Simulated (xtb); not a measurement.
Ru(CO)3 (C₃O₃Ru), SMILES [O+]#[C-]->[Ru](<-[C-]#[O+])<-[C-]#[O+], multiplicity 1. All values are semi-empirical tight-binding results from xtb (GFN2-xTB unless named), good for trends rather than for accurate numbers. Geometry optimised at GFN2-xTB. The multiplicity is an assumed one; other spin states were not compared.

For metal compounds this method's bond lengths and energies can be far off.

Computed properties:
```
Quantity                                       Value
-------------------------------------  -------------
point group as xtb finds it                       Cs
orbital gap                                  1.29 eV
zero-point energy                      14.0 kcal/mol
G − E(el) at 298.15 K (modified RRHO)  -8.0 kcal/mol
```
